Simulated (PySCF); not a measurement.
# Reading the logs of faulty runs: AlC2H8N

Calculated results; nothing here was measured. They come from PySCF 2.14.0, an open-source quantum chemistry program, on an isolated molecule that a program drew, which may never have been made. The molecule is AlC2H8N (charge 0, singlet), drawn as the SMILES string `CC[NH][AlH2]`.

Each row is a Hartree-Fock (HF) and frozen-core CCSD(T) single point in the cc-pV(D+d)Z basis, meant for a local HF minimum. Run 1 is clean. Each other run has one planted mistake out of seven kinds, and not every kind appears here: one electron removed, one electron added, multiplicity raised by two, geometry at a saddle point, minimal basis STO-3G, one bond length entered in bohr, all coordinates scaled. The reference is restricted for singlets and unrestricted otherwise, and also for a bond in bohr. Adding or removing an electron swaps singlet and doublet. Electrons count all cores. HOMO and LUMO are orbital energies over both spins, the gradient is its largest component, and the lowest frequency (negative if imaginary) is given only where the gradient is small. Bond lengths are over the 11 bonds as drawn. T1 is the CCSD diagnostic: over 0.02 (restricted) or 0.045 (unrestricted) a single reference is doubtful.

Geometry of the clean run:
```xyz
12
AlC2H8N, angstrom
C    -2.2301   -0.5273   -0.4125
C    -1.4388   -1.1309   -1.5615
N    -0.1328   -1.6292   -1.1597
Al    0.7797   -1.7099    0.3538
H    -3.1979   -0.1704   -0.7715
H    -2.4142   -1.2620    0.3752
H    -1.7039    0.3203    0.0332
H    -1.3257   -0.3719   -2.3445
H    -2.0291   -1.9415   -2.0045
H     0.3465   -2.0167   -1.9546
H     2.2098   -2.3741    0.2480
H     0.2080   -1.1581    1.7154
```

| run | electrons | basis functions | <S^2> | HOMO (eV) | LUMO (eV) | gradient (hartree/bohr) | lowest frequency (cm^-1) | mean bond (Å) | longest bond (Å) | T1 | HF (hartree) | CCSD(T) (hartree) | mistake |
|---|---|---|---|---|---|---|---|---|---|---|---|---|---|
| 1 | 40 | 105 | 0.000 | -9.94 | 2.13 | 2.0e-05 | 93 | 1.3070 | 1.769 | 0.0129 | -376.78647 | -377.38885 | no fault |
| 2 | 40 | 105 | 2.033 | -4.17 | -0.18 | 9.8e-02 | - | 1.3070 | 1.769 | 0.0147 | -376.64136 | -377.21466 | multiplicity raised by two |
| 3 | 40 | 105 | 0.703 | -8.87 | 1.79 | 2.7e-02 | - | 1.3956 | 2.072 | 0.0518 | -376.67038 | -377.27167 | ? |
| 4 | 40 | 32 | 0.000 | -7.10 | 9.74 | 4.3e-02 | - | 1.3070 | 1.769 | 0.0134 | -372.24227 | -372.48467 | ? |

**Which mistake was planted in run 3, and what did it cost?**

The mean bond changes by a factor of 1.068 and the longest by 1.171, so the molecule wasn't scaled as a whole. A length L in bohr read as angstrom grows by (1/0.5292 - 1) L = 0.890 L. The 11 bonds together grew by 11 x 0.0886 = 0.975 Å, which gives L = 1.095 Å. That is the length of one of the C-H bonds, 1.096 Å in the clean geometry. So the mistake is: one bond length entered in bohr. Subtracting run 1 and multiplying by 627.51 kcal/mol a hartree, the energy moved by 72.8 kcal/mol in HF and 73.5 kcal/mol in CCSD(T).

**Which mistake was planted in run 4, and what did it cost?**

It has 32 basis functions where the clean run has 105, with the same electrons and geometry. So the mistake is: minimal basis STO-3G. Subtracting run 1 and multiplying by 627.51 kcal/mol a hartree, the energy moved by 2851.5 kcal/mol in HF and 3077.4 kcal/mol in CCSD(T).

Cautions from the logs. Run 3: T1 is over the limit, so its CCSD(T) energy is less reliable.
